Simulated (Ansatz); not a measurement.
A run for Ansatz (a first-principles code): R-wB97X-V/def2-TZVPP on FGeHO (SMILES [OH][Ge][F]), a point of a torsion scan.

Ansatz 0.2 input:
```yaml
crystal:
  periodic: [false, false, false]
  atoms:
    - {symbol: O, position_ang: [-0.86161599, 0.11520943, 0.09081654]}
    - {symbol: Ge, position_ang: [0.64134190, 0.91397700, -0.11465869]}
    - {symbol: F, position_ang: [1.79241115, -0.52179531, 0.10791403]}
    - {symbol: H, position_ang: [-1.56947562, -0.50179694, -0.06912302]}
basis:
  gaussian:
    orbitals: def2-TZVPP
hamiltonian:
  xc: {name: wB97X-V}
scf: {lower_state_search: off}
```

The head of its log:

```
WARN ansatz: RAYON_NUM_THREADS=1 ignored (pool sized by the plan → 1); use --threads N
Functional definition: wB97X-V
these checks for a lower state are left out or cut short: stability, starts, cluster_reference, orbital_swaps, neighbouring_geometries, increment
integrals: 0.06 GiB planned
755 factors; their error is unknown
integrals: 0.09 GiB planned
137 factors; integrals over basis functions are off by at most 3.1e-5 eV
mean field: 0.51 GiB planned
mean field evaluation 1: about -61288.8883 eV, gradient 6.2e1 eV
mean field evaluation 2: about -61284.7559 eV, gradient 8.4e1 eV
```

Task: What total energy does the run end on?

Result: -2252.5544 hartree.
